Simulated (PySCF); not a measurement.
## Ir: ionisation energy

Ir [Xe] 4f14 5d7 6s2 (4F) → Ir⁺ [Xe] 4f14 5d7 6s1 (5F), as a difference of total energies. Computed with PySCF 2.14 in def2-TZVP with the def2 core potential (60 electrons), with scalar relativity through the core potential. Correlated levels: valence: 5s2 5p6 frozen. The calculations carry no spin-orbit coupling.

| method | ionisation energy (eV) | error (eV) |
| --- | --- | --- |
| UHF | 7.025 | -1.901 |
| LDA | 9.338 | +0.412 |
| M06-2X | 8.732 | -0.194 |
| MP2 (valence) | 8.328 | -0.598 |
| SCS-MP2 (valence) | 8.454 | -0.472 |

Reference: 8.926 eV (measured; NIST levels, between the centres of gravity of the two terms).

Errors of the correlated levels include the incompleteness of this basis and the frozen core.

MP2 underrates the near-degeneracy of ns² with np² in the lower species.
